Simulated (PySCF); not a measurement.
# Structure from 2D NMR

Compound of formula C$_{8}$H$_{9}$NSi. Correlations simulated from computed shifts and the bond graph:

HSQC (one-bond C–H):
| δH | δC |
| --- | --- |
| 7.09 | 115.7 |
| 6.85 | 129.0 |
| 6.79 | 136.8 |
| 6.48 | 128.8 |
| 5.81 | 114.6 |
| 5.28 | 114.6 |
| 2.12 | 105.8 |

COSY cross peaks (H two or three bonds apart, from the bond graph; peaks can be absent where the dihedral angle is near 90°):
| δH | δH |
| --- | --- |
| 7.09 | 6.85 |
| 6.79 | 5.81 |
| 6.79 | 5.28 |
| 5.81 | 5.28 |

HMBC (two and three bonds, from the bond graph):
| δH | δC |
| --- | --- |
| 7.09 | 136.8, 132.8, 129.0, 128.8 |
| 6.85 | 132.8, 128.8, 115.7 |
| 6.79 | 132.8, 128.8, 115.7, 114.6 |
| 6.48 | 136.8, 132.8, 129.0, 115.7 |
| 5.81 | 136.8, 132.8 |
| 5.28 | 136.8, 132.8 |
| 5.28 | 129.0, 128.8, 105.8, 85.6 |
| 2.12 | 85.6 |

Carbons without hydrogens: δ 132.8, 85.6.

Computed data (PySCF): geometry: GFN2-xTB, PBE0/pcSseg-1 with gauge-including orbitals. No relativistic terms, rapidly exchanging positions averaged, no solvent model, a single conformation.

Shifts are taken against calculated references (same method and geometry level): 1H and 13C against TMS.

Exchangeable hydrogens are left out of these lists.

Question: Work out the connectivity.

Answer: `C(C1=CN([SiH2]C#C)C=C1)=C`.

Structure with atom numbers: `[CH:1]#[C:2][SiH2:3][n:4]1[cH:5][cH:6][c:7]([CH:8]=[CH2:9])[cH:10]1`. Each H is labelled by its parent atom. Ha(C9) is cis to C7; Hb(C9) is trans to C7.

1. δC 136.8 is C8, an alkene CH (δH 6.79).
2. δC 132.8 is C7, a substituted aromatic carbon.
3. δC 129.0 is C5, an aromatic CH next to a ring nitrogen (δH 6.85).
4. δC 128.8 is C10, an aromatic CH next to a ring nitrogen (δH 6.48).
5. δC 115.7 is C6, an aromatic CH (δH 7.09).
6. δC 114.6 is C9, a terminal =CH2 carbon (δH 5.28, 5.81).
7. δC 105.8 is C1, a terminal alkyne carbon (δH 2.12).
8. δC 85.6 is C2, an alkyne carbon.
9. HMBC from δH 7.09 reaches the proton-free carbon C7.
10. HMBC from δH 6.85 reaches the proton-free carbon C7.
11. HMBC from δH 6.79 reaches the proton-free carbon C7.
12. HMBC from δH 6.48 reaches the proton-free carbon C7.
13. COSY links 7.09–6.85, 6.79–5.81, 6.79–5.28, 5.81–5.28.

This is the structure that produced the data.

Shifts are as computed. Against solution values, carbons near 30 ppm lie about +3 ppm off and those near 130 ppm about +5 ppm. Of 1309 compounds with measured shifts, 239 miss one by over three times the rms of a fit or turn the order of signals round; such compounds aren't used in these exercises.
